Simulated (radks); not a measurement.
Task: Valence configurations of Dy (all share [Xe]). Calculated with a radial shooting solver on a logarithmic mesh with Libxc functionals: scalar-relativistic Kohn-Sham, PBEsol, spin-polarised, spherical densities, finite nucleus; open shells are filled with parallel spins first (spin-orbit coupling, left out, can overturn this in heavy ions); Fermi nuclear charge, rms radius 5.2218 fm. Order these by energy: 4f9 5d1 6s2; 4f10 6s1 6p1; 4f10 5d0.5 6s0.5 6p1; 4f10 5d0.5 6s1.5; 4f10 6s2; 4f8 5d2 6s2; 4f9 6s2 6p1; 4f9.5 5d0.5 6s1 6p1.

Result: From the lowest, in eV above it: 4f10 6s2 0.000; 4f10 5d0.5 6s1.5 1.089; 4f10 6s1 6p1 2.076; 4f9 5d1 6s2 2.095; 4f9.5 5d0.5 6s1 6p1 2.623; 4f10 5d0.5 6s0.5 6p1 3.314; 4f9 6s2 6p1 3.864; 4f8 5d2 6s2 8.429. NIST lists [Xe] 4f10 6s2 as the ground configuration; this level of theory agrees among the configurations tried. The energies are those of spherical high-spin densities, not of single terms. No valid solution was reached for [Xe] 4f11 6s1; [Xe] 4f10.5 6s1.5.
